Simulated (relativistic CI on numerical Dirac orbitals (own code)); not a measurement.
Method of calculation: Dirac-Coulomb-Breit CI, orbitals from a KLI potential per configuration, model QED, unscaled Slater integrals (own radial code, finite nucleus).

The strongest absorption lines from the ground level of an ion, among the configurations computed and to levels below about 304 eV (vacuum wavelength in nm, gf): 4.8959 (0.53), 4.9149 (0.6), 4.9436 (0.73), 4.9512 (1.2), 5.0219 (0.42), 6.2889 (21), 6.3396 (10), 6.3485 (16).

Task: Which ion is it?
A. Ho²²⁺
B. Tb²⁰⁺
C. Tm²⁴⁺
D. Tb²²⁺

Result: B. Tb²⁰⁺ has 45 electrons and the ground level 4s²4p⁶4d⁹ ²D5/2; the strongest line goes to 4s²4p⁶4d⁸4f ²F°7/2. The pattern of lines fixes the number of electrons, and along that sequence the line energies rise steadily with the charge (about as its square where n changes within one kind of shell, about linearly where n is kept but much faster in heavy ions where fine structure, which grows about as Z⁴, sets the gap, and irregularly where shells cross), which fixes Z. Configurations outside the model, such as inner-shell arrays, can give stronger lines. At this charge energies of transitions that change n are usually good to better than 1 %, and those within a shell (Δn = 0) to a few per cent.

LS names give the leading component of a level, which can be under half, so a name can repeat, a term be missing and a line seem to break the LS rules.
